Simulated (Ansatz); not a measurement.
Relaxation of C$_{2}$H$_{10}$SSi$_{2}$ (15 atoms, charge 0, multiplicity 1), to a largest force component of 0.015 eV/Å in at most 40 steps.

The calculation used Ansatz, RKS B3LYP/6-31G.

```xyz
15
Properties=species:S:1:pos:R:3
C -2.071 -0.531 -0.341
Si -0.461 -1.099 -0.882
Si -0.565 -3.365 -1.162
C -0.878 -4.269 0.438
S 0.537 -4.215 1.522
H -2.124 0.615 -0.218
H -2.853 -0.725 -1.098
H -2.393 -0.926 0.585
H 0.552 -0.808 0.131
H -0.120 -0.448 -2.167
H -1.665 -3.693 -2.147
H 0.715 -3.929 -1.777
H -1.789 -3.695 0.996
H -1.253 -5.255 0.274
H 0.562 -2.906 1.763
```

Question: Where does it end, and by what steps?

Answer: The run converged. The force dipped under the threshold on the way, but the program's further checks kept it going. Limits of this set-up: no polarisation functions. After 8 steps the energy has fallen by 0.873 eV; H13 moved furthest, 0.36 Å.

```
step  energy less start (eV)  largest force component (eV/Å)  accepted
   0                  0.0000                           3.934       yes
   1                 -0.7069                           2.102       yes
   2                 -0.8333                           0.422       yes
   3                 -0.8675                           0.129       yes
   4                 -0.8718                           0.041       yes
   5                 -0.8725                           0.032       yes
   6                 -0.8728                           0.015       yes
   7                 -0.8732                           0.014       yes
   8                 -0.8733                           0.013       yes
```

```xyz
15
Properties=species:S:1:pos:R:3
C -2.172 -0.316 -0.368
Si -0.481 -1.070 -0.896
Si -0.590 -3.428 -1.188
C -0.905 -4.377 0.467
S 0.525 -4.278 1.731
H -2.083 0.770 -0.261
H -2.942 -0.527 -1.117
H -2.502 -0.729 0.591
H 0.562 -0.735 0.140
H -0.026 -0.452 -2.192
H -1.726 -3.756 -2.127
H 0.680 -3.946 -1.803
H -1.827 -4.052 0.955
H -0.994 -5.448 0.259
H 0.673 -2.905 1.728
```

Time of the run: 43 s on 1 thread of Intel(R) Xeon(R) Platinum 8559C (Emerald Rapids) (shared host), peak memory 0.26 GiB.
